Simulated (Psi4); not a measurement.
CH4Al, doublet, geometry from GFN2-xTB (such geometries of metal compounds can be far from the true shape) (the spin is typed, not shown lowest).

Here is a job for Psi4.
```
memory 2 GB

molecule mol {
0 2
  Al   -0.259385   -0.752144   -0.120187
  C     0.484462    1.072272    0.270955
  H     0.304380    1.375605    1.309859
  H     0.056694    1.857486   -0.362958
  H     1.571076    1.104601    0.120620
  H    -1.466912   -0.993453   -1.130813
}

set basis pcseg-1
set reference uhf
set cc_type df
set mp2_type df
set scf_type df

energy('ccsd')
print_variables()
```

Task: What does this run give for the number of basis functions, total energy, SCF-reference <S^2>, MP2 correlation energy?

Result: 
```
Item                              Value
-------------------------  ------------
number of basis functions            52
total energy               -282.2704 Eh
SCF-reference <S^2>               0.753
MP2 correlation energy       -0.2041 Eh
```

These values belong to the state on which the SCF converged, which isn't shown to be the lowest.
